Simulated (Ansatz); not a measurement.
Coupled-cluster diagnostics for K₄H₄⁺, Ansatz.

Geometry of the doublet (PBE-D4/def2-SVP):

```xyz
8

K     1.218   -3.790   -0.468
K     0.919    0.184    0.868
K    -1.175    3.806    0.451
K    -2.092   -0.430   -1.891
H    -1.374    1.509   -0.519
H     0.688    2.599    1.514
H     2.117   -2.019    0.985
H    -0.300   -1.859   -0.941
```

Correlated methods freeze 20 core orbitals; core or outer-core shells of K are correlated, in sets that lack core-valence functions. Another isomer (doublet) lies 1.92 eV lower at PBE0-D4/def2-TZVP; other spin states weren't run for this one.

Problem. Estimate the CCSD(T) correlation energy, the shares of MP2 and (T), T1 and the reference's ⟨S²⟩ for: charge 1, doublet, own geometry in def2-SVP; and the rough time on 4 threads of Intel Xeon on a shared host.

Solution. 
| state | basis | correlation (eV) | MP2 share (%) | (T) share (%) | T1 | ⟨S²⟩ (pure) | wall time |
| --- | --- | --- | --- | --- | --- | --- | --- |
| charge 1, doublet, own geometry | def2-SVP | -7.879 | 84.8 | 1.2 | 0.040 | 0.75 (0.75) | 79 s |
Customary marks for T1 are 0.02 (closed shells), 0.045 (open shells) and about 0.05 (3d metals). T1 exceeds 0.02 in 1 of 1 rows and 0.045 in 0; the higher it lies, the less the single-reference result can be trusted.
